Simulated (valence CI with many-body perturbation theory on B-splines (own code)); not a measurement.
# E1 line list for Hf XLI

Computed by configuration interaction combined with many-body perturbation theory (CI+MBPT): four valence electrons over a frozen Dirac-Fock core [Ar] 3d10, a basis of 11 s, 11 p, 9 d, 7 f, 5 g, 2 h, 1 i functions for each j, with the one-electron correlation potential Σ1, the two-electron term Σ2, the three-electron term Σ3, Breit, model QED; selected CI, second order for the rest (own B-spline code, finite nucleus).

No measured spectrum was set against this ion. As an estimate, large intervals hold to a few tenths of a per cent, small ones and those within an open d or f shell to about a per cent.

Lines 151 to 200 of 237 in falling wavelength, among levels below 3659.2 × 10³ cm⁻¹, chosen from the strongest by gf and those to the six lowest levels. Wavelengths and rates use the calculated energies. Electric multipoles are in the length gauge, E1 and E2 with the static RPA response of the core. Weak lines are less certain than strong ones. Lines between different terms over intervals too small for the method are left out, as are lines whose strength nearly cancels. Where a level lies close to another of its J and parity, the split of strength between their lines is uncertain. The highest levels of a list are the least certain.

Levels are named by their leading jj configuration (3d3/2^4 stands for four electrons in 3d with j = 3/2), which in mixed levels can hold well under half, so a name can repeat and another be missing. Letters in brackets count levels of one name in rising energy.

```
λ vac (Å)                           Upper                       Lower   A (s⁻¹)  S (a.u.)
    66.71                (4s 4p3/2^3) J=2          (4s^2 4p3/2^2) J=2  7.44e+11  5.45e-01
    66.56  (4s 4p1/2 4p3/2 4d5/2) J=3 [d]      (4s^2 4p1/2 4d5/2) J=2  9.21e+10  9.38e-02
    66.46  (4s 4p1/2 4p3/2 4d5/2) J=3 [b]  (4s 4p1/2 4p3/2^2) J=2 [a]  2.10e+11  2.13e-01
    66.46      (4s 4p1/2 4p3/2^2) J=2 [b]      (4s^2 4p1/2 4p3/2) J=2  5.74e+11  4.16e-01
    66.44             (4p1/2 4p3/2^3) J=2  (4s 4p1/2 4p3/2^2) J=1 [a]  9.60e+10  6.95e-02
    66.35  (4s 4p1/2 4p3/2 4d3/2) J=1 [c]      (4s^2 4p1/2 4d3/2) J=2  4.00e+11  1.73e-01
    66.03      (4s 4p1/2 4p3/2^2) J=1 [a]      (4s^2 4p1/2 4p3/2) J=1  2.86e+11  1.22e-01
    65.97      (4s 4p1/2 4p3/2^2) J=1 [b]      (4s^2 4p1/2 4p3/2) J=2  4.66e+11  1.98e-01
    65.96          (4s^2 4p1/2 4f5/2) J=2      (4s^2 4p1/2 4d3/2) J=2  3.79e+10  2.69e-02
    65.95  (4s 4p1/2 4p3/2 4d5/2) J=2 [d]      (4s^2 4p1/2 4d5/2) J=2  1.95e+11  1.38e-01
    65.88                (4s 4p3/2^3) J=1          (4s^2 4p3/2^2) J=0  5.90e+11  2.50e-01
    65.37  (4s 4p1/2 4p3/2 4d5/2) J=2 [a]      (4s^2 4p1/2 4d3/2) J=2  2.93e+10  2.02e-02
    65.22  (4s 4p1/2 4p3/2 4d5/2) J=4 [c]      (4s^2 4p1/2 4d5/2) J=3  3.37e+10  4.16e-02
    65.02      (4s 4p1/2 4p3/2^2) J=2 [b]      (4s^2 4p1/2 4p3/2) J=1  5.88e+09  3.99e-03
    65.00  (4s 4p1/2 4p3/2 4d3/2) J=2 [d]      (4s^2 4p1/2 4d3/2) J=1  6.65e+11  4.50e-01
    64.56      (4s 4p1/2 4p3/2^2) J=1 [b]      (4s^2 4p1/2 4p3/2) J=1  2.87e+11  1.15e-01
    64.27  (4s 4p1/2 4p3/2 4d5/2) J=1 [a]      (4s^2 4p1/2 4d3/2) J=2  1.13e+11  4.43e-02
    64.16  (4s 4p1/2 4p3/2 4d5/2) J=1 [b]  (4s 4p1/2 4p3/2^2) J=2 [a]  2.55e+10  9.98e-03
    64.00           (4p1/2^2 4p3/2^2) J=2      (4s 4p1/2^2 4p3/2) J=2  1.02e+11  6.59e-02
    63.99             (4p1/2 4p3/2^3) J=2      (4s 4p1/2 4p3/2^2) J=3  2.94e+10  1.90e-02
    63.91  (4s 4p1/2 4p3/2 4d5/2) J=2 [c]      (4s^2 4p1/2 4d5/2) J=3  1.43e+11  9.24e-02
    63.25             (4p1/2 4p3/2^3) J=2      (4s^2 4p1/2 4d5/2) J=2  1.84e+10  1.15e-02
    62.92  (4s 4p1/2 4p3/2 4d5/2) J=3 [d]      (4s^2 4p1/2 4d5/2) J=3  1.07e+11  9.25e-02
    62.89                (4s 4p3/2^3) J=1          (4s^2 4p3/2^2) J=2  5.33e+11  1.96e-01
    62.67          (4s^2 4p1/2 4f5/2) J=3      (4s^2 4p1/2 4d3/2) J=2  8.58e+11  7.30e-01
    62.38  (4s 4p1/2 4p3/2 4d5/2) J=2 [d]      (4s^2 4p1/2 4d5/2) J=3  3.38e+10  2.03e-02
    62.29  (4s 4p1/2 4p3/2 4d5/2) J=2 [b]      (4s^2 4p1/2 4d3/2) J=2  1.49e+10  8.90e-03
    62.24  (4s 4p1/2 4p3/2 4d5/2) J=1 [c]  (4s 4p1/2 4p3/2^2) J=2 [a]  2.69e+10  9.60e-03
    60.49  (4s 4p1/2 4p3/2 4d5/2) J=2 [d]  (4s 4p1/2 4p3/2^2) J=2 [a]  3.50e+10  1.91e-02
    59.62  (4s 4p1/2 4p3/2 4d3/2) J=2 [d]      (4s^2 4p1/2 4d3/2) J=2  2.50e+11  1.31e-01
    56.76  (4s 4p1/2 4p3/2 4d3/2) J=1 [a]      (4s 4p1/2^2 4p3/2) J=2  1.16e+10  3.14e-03
    56.63  (4s 4p1/2 4p3/2 4d3/2) J=2 [a]      (4s 4p1/2^2 4p3/2) J=2  6.41e+10  2.87e-02
    56.15  (4s 4p1/2 4p3/2 4d3/2) J=3 [a]      (4s 4p1/2^2 4p3/2) J=2  2.96e+10  1.81e-02
    55.11  (4s 4p1/2 4p3/2 4d3/2) J=2 [c]      (4s 4p1/2^2 4p3/2) J=1  3.09e+10  1.28e-02
    54.97  (4s 4p1/2 4p3/2 4d3/2) J=1 [b]      (4s 4p1/2^2 4p3/2) J=1  3.05e+10  7.51e-03
    54.43  (4s 4p1/2 4p3/2 4d3/2) J=1 [c]      (4s 4p1/2^2 4p3/2) J=1  6.24e+10  1.49e-02
    54.17          (4s^2 4p1/2 4f5/2) J=2      (4s 4p1/2^2 4p3/2) J=1  3.57e+11  1.40e-01
    53.77  (4s 4p1/2 4p3/2 4d5/2) J=2 [a]      (4s 4p1/2^2 4p3/2) J=1  4.29e+10  1.64e-02
    53.39  (4s 4p1/2 4p3/2 4d3/2) J=3 [b]      (4s 4p1/2^2 4p3/2) J=2  1.66e+05  8.76e-08
    53.02  (4s 4p1/2 4p3/2 4d5/2) J=1 [a]      (4s 4p1/2^2 4p3/2) J=1  1.31e+11  2.89e-02
    52.97  (4s 4p1/2 4p3/2 4d3/2) J=2 [b]      (4s 4p1/2^2 4p3/2) J=2  1.41e+10  5.18e-03
    52.56          (4s^2 4p3/2 4d3/2) J=2      (4s^2 4p1/2 4p3/2) J=2  6.97e+11  2.50e-01
    52.34  (4s 4p1/2 4p3/2 4d3/2) J=3 [c]      (4s 4p1/2^2 4p3/2) J=2  8.58e+11  4.25e-01
    52.34          (4s^2 4p3/2 4d3/2) J=1      (4s^2 4p1/2 4p3/2) J=2  1.40e+11  2.98e-02
    52.03          (4s^2 4p3/2 4d3/2) J=3      (4s^2 4p1/2 4p3/2) J=2  9.94e+11  4.84e-01
    51.87  (4s 4p1/2 4p3/2 4d3/2) J=2 [c]      (4s 4p1/2^2 4p3/2) J=2  1.06e+12  3.64e-01
    51.74  (4s 4p1/2 4p3/2 4d3/2) J=1 [b]      (4s 4p1/2^2 4p3/2) J=2  8.74e+11  1.79e-01
    51.72  (4s 4p1/2 4p3/2 4d3/2) J=1 [d]      (4s 4p1/2^2 4p3/2) J=1  1.07e+12  2.19e-01
    51.66          (4s^2 4p3/2 4d3/2) J=2      (4s^2 4p1/2 4p3/2) J=1  5.30e+11  1.80e-01
    51.44          (4s^2 4p3/2 4d3/2) J=1      (4s^2 4p1/2 4p3/2) J=1  9.03e+11  1.82e-01
```
